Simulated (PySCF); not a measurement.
Electron correlation in Sn⁺ (tin, charge +1)

[Kr] 4d10 5s2 5p1, 2P determinant. All numbers are calculated (PySCF 2.14, a scalar-relativistic core potential, in def2-SVP with the def2 core potential (28 electrons)). Frozen: 4s2 4p6 4d10; 3 electrons correlated.

MP2 pair energies summed by pair of shells (mhartree):

| pair | energy | share (%) |
| --- | --- | --- |
| 5s-5s | -15.80 | 59.1 |
| 5s-5p | -10.93 | 40.9 |

Total MP2 correlation energy: -26.73 mhartree.

Same-spin part -1.83 and opposite-spin part -24.90 mhartree; SCS-MP2 scales them by 1/3 and 6/5 to -30.49 mhartree.

```
  level  correlation energy (mhartree)
   CCSD                         -39.84
    (T)                          -0.37
CCSD(T)                         -40.21
```

Diagnostics: T1 = 0.0088, D1 = 0.0215, largest double amplitude 0.096.

Task: Is a single reference adequate?

Result: Mostly. T1 lies below 0.03, but a double amplitude of this size points to a near-degeneracy that CCSD handles and MP2 describes poorly.
